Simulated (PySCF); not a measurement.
**Excitation energy of Au by level of theory**

Au [Xe] 4f14 5d10 6s1 (2S) → Au [Xe] 4f14 5d9 6s1 6p1 (high-spin determinant), as a difference of total energies. Computed with PySCF 2.14 in aug-cc-pwCVDZ-PP with ECP60MDF (6s6p5d3f, 70 functions), with a scalar-relativistic core potential. Correlated levels: valence: 5s2 5p6 frozen; valence and next inner shell: nothing frozen outside the core potential. The calculations carry no spin-orbit coupling.

```csv
method,excitation energy (cm⁻¹)
UHF,38422
LDA,53912
PBE,51829
PBE0,50019
r2SCAN,49513
CAM-B3LYP,49906
M06-2X,50456
wB97M-V,49688
B2PLYP,51264
MP2 (valence),52358
SCS-MP2 (valence),52209
MP2 (valence and next inner shell),51247
SCS-MP2 (valence and next inner shell),50687
```

The determinant of the upper state mixes LS terms, which raises its energy above the lowest term, most at the Hartree-Fock and MP2 levels.
